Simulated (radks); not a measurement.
Task: Isoelectronic series with 4 electrons, each ion in its NIST ground configuration. Calculated with a radial shooting solver on a logarithmic mesh with Libxc functionals: Dirac Kohn-Sham, PBE, spin-unpolarised, spherical densities, finite nucleus; Fermi nuclear charge, rms radius of each element as measured or else 0.836 A^(1/3) + 0.57 fm. Total energies (hartree) and mean radii <r> (bohr):

| ion | configuration | E (hartree) | 2s1/2 | 1s1/2 |
|---|---|---|---|---|
| Be | [He] 2s2 | -14.63287 | 2.603 | 0.4208 |
| B+ | [He] 2s2 | -24.30114 | 1.779 | 0.3291 |
| C2+ | [He] 2s2 | -36.47795 | 1.361 | 0.2701 |
| N3+ | [He] 2s2 | -51.16299 | 1.105 | 0.2290 |
| O4+ | [He] 2s2 | -68.35793 | 0.9307 | 0.1986 |
| F5+ | [He] 2s2 | -88.06536 | 0.8043 | 0.1754 |
| Mg8+ | [He] 2s2 | -162.29726 | 0.5718 | 0.1297 |
| Al9+ | [He] 2s2 | -192.09176 | 0.5215 | 0.1193 |
| Si10+ | [He] 2s2 | -224.41967 | 0.4793 | 0.1105 |
| P11+ | [He] 2s2 | -259.28659 | 0.4434 | 0.1028 |
| S12+ | [He] 2s2 | -296.69853 | 0.4125 | 0.09615 |
| Cl13+ | [He] 2s2 | -336.66198 | 0.3856 | 0.09028 |
| Ar14+ | [He] 2s2 | -379.18392 | 0.3619 | 0.08508 |
| K15+ | [He] 2s2 | -424.27179 | 0.3409 | 0.08044 |
| Ca16+ | [He] 2s2 | -471.93345 | 0.3222 | 0.07627 |
| Sc17+ | [He] 2s2 | -522.17729 | 0.3054 | 0.07250 |
| Ti18+ | [He] 2s2 | -575.01220 | 0.2903 | 0.06909 |
| V19+ | [He] 2s2 | -630.44758 | 0.2765 | 0.06597 |
| Cr20+ | [He] 2s2 | -688.49323 | 0.2640 | 0.06311 |
| Mn21+ | [He] 2s2 | -749.15954 | 0.2525 | 0.06049 |

Estimate the row of Ne6+ ([He] 2s2).

Result: E (hartree) -110.28849; 2s1/2 0.7082; 1s1/2 0.1570.
